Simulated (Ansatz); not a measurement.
Clusters of 5 atoms, halide: PBE-D4/def2-TZVP single points in Ansatz on relaxed structures, gas phase. Each cluster is the lowest isomer that a short search found in that spin, judged at the geometry's level, and lower ones may exist. Core potentials for Ag, Cs, I, Rb, no spin–orbit coupling. HOMO and LUMO are taken over both spins. Binding counts from free atoms in the multiplicity of their measured ground term, without zero-point energy. Singlets are spin-restricted. A dash marks a value that wasn't run or was left out as unsound. The structures are stationary points that may keep the symmetry of their start.

Q: Estimate the order by gap (eV), lowest first.
A. Cs3Br2 (doublet)
B. GeCl4 (singlet)
C. Cu3H2⁺ (singlet)
D. Rb2F3 (doublet)
E. Na3Cl2 (doublet)

A: A (0.35), D (0.48), E (0.86), C (2.82), B (4.63).

In full:

```csv
species,atoms,state,geometry,HOMO (eV),LUMO (eV),gap (eV),binding per atom (eV),lowest of the spins relaxed,point group (within 0.1 Å)
Cs3Br2,5,doublet,PBE0-D4/def2-SVP,-1.91,-1.55,0.35,2.05,–,–
Rb2F3,5,doublet,PBE0-D4/def2-SVP,-5.17,-4.69,0.48,2.73,"doublet, of doublet/quartet",C2v
Cs3I2,5,doublet,PBE-D4/def2-SVP,-1.95,-1.63,0.32,1.82,–,D3h
GeCl4,5,singlet,PBE-D4/def2-SVP,-8.21,-3.58,4.63,2.98,–,Td
Ag3Br2,5,doublet,PBE0-D4/def2-SVP,-5.18,-4.66,0.52,1.86,–,C2v
Na3Cl2,5,doublet,PBE0-D4/def2-SVP,-2.84,-1.99,0.86,–,–,–
Cu3H2⁺,5,singlet,B3LYP-D4/def2-TZVP,-10.69,-7.86,2.82,–,"singlet, of singlet/triplet/quintet",C2
Cs3H2,5,doublet,PBE-D4/def2-TZVP,-1.75,-1.25,0.50,1.12,–,Cs
K3I2,5,doublet,B3LYP-D4/def2-SVP,-2.16,-1.79,0.37,1.80,–,–
```

The gap (eV) runs from 0.32 (Cs3I2) to 4.63 (GeCl4).
